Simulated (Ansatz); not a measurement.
Ansatz (a program for electronic structure) input:

Ansatz 0.2 input:
```yaml
crystal:
  periodic: [false, false, false]
  atoms:
    - {symbol: Hf, position_ang: [0.00000000, 0.00000000, 0.00000000]}
    - {symbol: I, position_ang: [0.00000000, 0.00000000, 2.69674236]}
    - {symbol: I, position_ang: [-0.00000000, -0.00000000, -2.69674236]}
basis:
  gaussian:
    orbitals: def2-TZVP
hamiltonian:
  xc: b3lyp
  dispersion: d3bj
phonons: {temperatures: {t_min: 298.15, t_max: 298.15, t_step: 100}}
```

### Question
What final total energy does it print?

### Answer
-643.70867 Eh (B3LYP-D3(BJ)/def2-TZVP). The basis has 140 functions. The run takes about 30 core-seconds (a rough figure).
